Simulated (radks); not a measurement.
Fractional charge and spin in the 3s shell of aluminium: the spin-up occupation runs from 0 to 1 and the spin-down occupation from 0 to 1; the fullest corner is Al, [Ne] 3p(up 0.5, down 0.5) 3s(up 1, down 1). Method: non-relativistic Kohn-Sham, r2SCAN, spin-polarised, spherical densities, point nucleus; meta-GGA in the generalised Kohn-Sham scheme; computed with a radial shooting solver on a logarithmic mesh with Libxc functionals. Energy (eV) above the fullest corner. The planes named below are the two flat planes that join the four corners, with an edge along up + down = one added electron.

down \ up,0,0.5,1
0,31.498,20.382,11.108
0.5,20.382,11.722,4.780
1,11.108,4.780,0.000

Corners above the fullest one (they belong to Al+ and the next ion): (up 1, down 0) 11.108 eV, (up 0, down 1) 11.108 eV, (up 0, down 0) 31.498 eV. With half an added electron in each spin the energy lies 0.614 eV from the planes, and with half an added electron in spin up alone -0.922 eV. The planes are only a guide here: the flat-plane condition holds for ground states with one frontier orbital, while this shell lies below other occupied shells, so the corners above the fullest one are inner-hole states and not the ground states of those ions.
